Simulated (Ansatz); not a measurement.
Question: Name a neutral molecule of C, S, Si and H with HOMO–LUMO gap (ωB97M-V/def2-TZVPP) between 7.50 and 7.80 eV and HOMO energy (PBE0/def2-TZVPP) between -6.40 and -6.10 eV (Ansatz, PBE0-D4/def2-TZVP geometry).

Answer: `CC1(S)[SiH2]C1=S` (7.71 eV, -6.10 eV). Other molecules can fit too; these were computed, each in one conformer that needn't be the lowest.
